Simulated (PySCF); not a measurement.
Working out the excitation energy of N

N [He] 2s2 2p3 (4S) → N [He] 2s1 2p4 (4P). All numbers are calculated (PySCF 2.14, scalar relativity by spin-free X2C-1e, in aug-cc-pCVTZ-DK (7s6p4d2f, 59 functions)). Frozen: nothing. Energies in hartree (1 hartree = 27.21139 eV):

```tsv
part	N (lower)	N (upper)
UHF	-54.430433	-54.029412
CCSD correlation	-0.165774	-0.166479
(T)	-0.002879	-0.005153
```

What does Hartree-Fock give?

(-54.029412) − (-54.430433) = 0.401021 hartree = 10.912 eV.

What do CCSD and CCSD(T) give?

The CCSD correlation energies differ by -0.000705 hartree = -0.019 eV and the triples by -0.002274 hartree = -0.062 eV, so CCSD gives 10.893 eV and CCSD(T) 10.831 eV.

Measured between the centres of the two terms (NIST): 10.927 eV, so CCSD(T) (valence and next inner shell) is off by -0.096 eV.

What remains against the reference includes basis incompleteness and higher excitations.
